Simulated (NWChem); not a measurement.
System: C2H5NOSi; SMILES C1N=CO[SiH2]1

The following NWChem deck was run.

```
start job
memory heap 200 mb stack 900 mb global 1100 mb
geometry units angstroms noautosym nocenter noautoz
  C      0.842938     1.161355     0.000000
  N     -0.389180     1.510845     0.000000
  C     -1.302905     0.356893     0.000000
  Si    -0.131222    -1.162572     0.000000
  O      1.273525    -0.136843     0.000000
  H      1.665576     1.899258     0.000000
  H     -1.970998     0.404620     0.886612
  H     -1.970998     0.404620    -0.886612
  H     -0.109704    -2.022119    -1.229580
  H     -0.109704    -2.022119     1.229580
end
basis spherical
  * library 6-31g*
end
dft
  xc hfexch
  iterations 150
  mulliken
end
task dft energy
esp
  recalculate
  probe 0.07
  range 0.3
  factor 1.0
  spacing 0.02
end
task esp
```

Output (shortened):

```
             Northwest Computational Chemistry Package (NWChem) 7.3.0
             --------------------------------------------------------

                             Geometry "geometry" -> ""
                             -------------------------

 Output coordinates in angstroms (scale by  1.889725989 to convert to a.u.)

  No.       Tag          Charge          X              Y              Z
 ---- ---------------- ---------- -------------- -------------- --------------
    1 C                    6.0000     0.84293800     1.16135500     0.00000000
    2 N                    7.0000    -0.38918000     1.51084500     0.00000000
    3 C                    6.0000    -1.30290500     0.35689300     0.00000000
    4 Si                  14.0000    -0.13122200    -1.16257200     0.00000000
    5 O                    8.0000     1.27352500    -0.13684300     0.00000000
    6 H                    1.0000     1.66557600     1.89925800     0.00000000
    7 H                    1.0000    -1.97099800     0.40462000     0.88661200
    8 H                    1.0000    -1.97099800     0.40462000    -0.88661200
    9 H                    1.0000    -0.10970400    -2.02211900    -1.22958000
   10 H                    1.0000    -0.10970400    -2.02211900     1.22958000

 Effective nuclear repulsion energy (a.u.)     225.7744189923

  xc_inp: hfexch multiplicative factor not found.

                                 NWChem DFT Module
                                 -----------------

 Summary of "ao basis" -> "ao basis" (spherical)
 ------------------------------------------------------------------------------
       Tag                 Description            Shells   Functions and Types
 ---------------- ------------------------------  ------  ---------------------
 C                           6-31g*                  6       14   3s2p1d
 N                           6-31g*                  6       14   3s2p1d
 Si                          6-31g*                  8       18   4s3p1d
 O                           6-31g*                  6       14   3s2p1d
 H                           6-31g*                  2        2   2s

            General Information
            -------------------
          SCF calculation type: DFT
          Wavefunction type:  closed shell.
          No. of atoms     :    10
          No. of electrons :    46
           Alpha electrons :    23
            Beta electrons :    23
          Charge           :     0
          Spin multiplicity:     1
          Use of symmetry is: off; symmetry adaption is: off
          Maximum number of iterations: 150
          AO basis - number of functions:    84
                     number of shells:    42
          Convergence on energy requested:  1.00D-06
          Convergence on density requested:  1.00D-05
          Convergence on gradient requested:  5.00D-04

              XC Information
              --------------
                     Hartree-Fock (Exact) Exchange  1.000

      Superposition of Atomic Density Guess
      -------------------------------------

 Sum of atomic energies:        -495.67706899

      Non-variational initial energy
      ------------------------------

 Total energy =    -498.119132
 1-e energy   =   -1129.997531
 2-e energy   =     406.103980
 HOMO         =      -0.304998
 LUMO         =       0.047322

     ---------------------------------------------
      Total Density - Mulliken Population Analysis
     ---------------------------------------------

[...]

                     NWChem Electrostatic Potential Fit Module
                     -----------------------------------------

 Atom parameters

 Number of atoms is                                   10
 Number of basis functions is                         84

 Grid parameters

 Maximum number of grid points is                  40845
 Number of grid points is                          40844
 Grid range                                     0.300000 nm
 Grid spacing                                   0.020000 nm
 Probe radius                                   0.070000 nm
 Atom radius factor                             1.000000

 Atomic radii

    1    0.100000
    6    0.147000
    7    0.140000
    8    0.136000
   14    0.187000
 FASTESP  F
  using M.O. file = ./job.movecs

    Atom              Coordinates                           Charge

                                                  ESP

    1 C     0.084294    0.116136    0.000000    0.548969
    2 N    -0.038918    0.151085    0.000000   -0.686416
    3 C    -0.130291    0.035689    0.000000    0.319456
    4 Si   -0.013122   -0.116257    0.000000    0.563025
    5 O     0.127353   -0.013684    0.000000   -0.486851
    6 H     0.166558    0.189926    0.000000    0.034976
    7 H    -0.197100    0.040462    0.088661   -0.033038
    8 H    -0.197100    0.040462   -0.088661   -0.032833
    9 H    -0.010970   -0.202212   -0.122958   -0.113116
   10 H    -0.010970   -0.202212    0.122958   -0.114172
                                            ------------
                                                0.000000

 Dipole moment                                  0.774293

 Quadrupole moment Qxx                          3.179957
                   Qyy                         -3.055941
                   Qzz                         -0.124017

 RMS deviation kJ/mol                           0.077492

 RRMS %                                        33.289273
```

Level: Hartree-Fock/6-31G* (spherical d). Coordinates come from a PBE-D3(BJ)/def2-SVP optimisation.
